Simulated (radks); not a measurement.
Spherical quantum dot in the effective-mass picture: electrons in a well V = -V0 / (1 + exp((r - R)/a)) with V0 = 60.2, R = 1.41, a = 0.075, with a point charge +2 (a donor) at the centre, all in effective atomic units (hartree* = m*/eps^2 hartree, bohr* = eps/m* bohr), one dielectric constant everywhere. Calculated with a radial shooting solver with Libxc functionals: non-relativistic Kohn-Sham, LDA (Slater exchange, Perdew-Wang correlation), spin-polarised, spherical densities. Levels are named by radial order and angular momentum (1s, 1p, 1d, 2s, ...), and open shells are averaged over m. Results are scaled to m* = 0.568 and eps = 15.2, for which hartree* = 66.9 meV and bohr* = 1.416 nm.

N = 37, configuration 1s2 1p6 1d10 2s2 1f14 2p(up 2, down 0) 1g(up 1, down 0). This is the lowest configuration that the search found. Occupied and some empty levels:

| level | occupation | eigenvalue (meV) | <r> (nm) |
|---|---|---|---|
| 1s up | 1 | -1681.2 | 1.168 |
| 1s down | 1 | -1674.7 | 1.176 |
| 1p up | 3 | -1556.2 | 1.334 |
| 1p down | 3 | -1551.6 | 1.337 |
| 1d up | 5 | -1385.8 | 1.417 |
| 1d down | 5 | -1381.9 | 1.418 |
| 2s up | 1 | -1274.9 | 0.9174 |
| 2s down | 1 | -1264.9 | 0.9108 |
| 1f up | 7 | -1168.1 | 1.479 |
| 1f down | 7 | -1164.5 | 1.480 |
| 2p up | 2 | -908.84 | 1.102 |
| 1g up | 1 | -906.87 | 1.530 |
| 1g down | 0 | -903.32 | 1.530 |
| 2p down | 0 | -898.75 | 1.103 |
| 1h up | 0 | -605.38 | 1.574 |
| 1h down | 0 | -601.81 | 1.574 |
| 3s up | 0 | -568.12 | 1.067 |
| 2d up | 0 | -565.21 | 1.226 |
| 3s down | 0 | -561.90 | 1.067 |
| 2d down | 0 | -557.21 | 1.228 |

Energy (meV): total -89702.7, kinetic 19512, external -148740, Hartree 42559, exchange-correlation -3037.4.

Electron density:

| r (nm) | n(r) (e/nm^3) |
|---|---|
| 0.128 | 2.963 |
| 0.271 | 2.121 |
| 0.413 | 1.616 |
| 0.556 | 1.311 |
| 0.698 | 1.147 |
| 0.841 | 1.121 |
| 0.984 | 1.248 |
| 1.13 | 1.498 |
| 1.27 | 1.756 |
| 1.41 | 1.833 |
| 1.55 | 1.573 |
| 1.70 | 1.014 |
| 1.84 | 0.4432 |
| 1.98 | 0.1239 |
| 2.12 | 0.02336 |
| 2.27 | 0.003652 |
| 2.41 | 0.0005491 |
| 2.55 | 0.00008493 |
| 2.69 | 0.00001337 |
| 2.84 | 2.176e-06 |
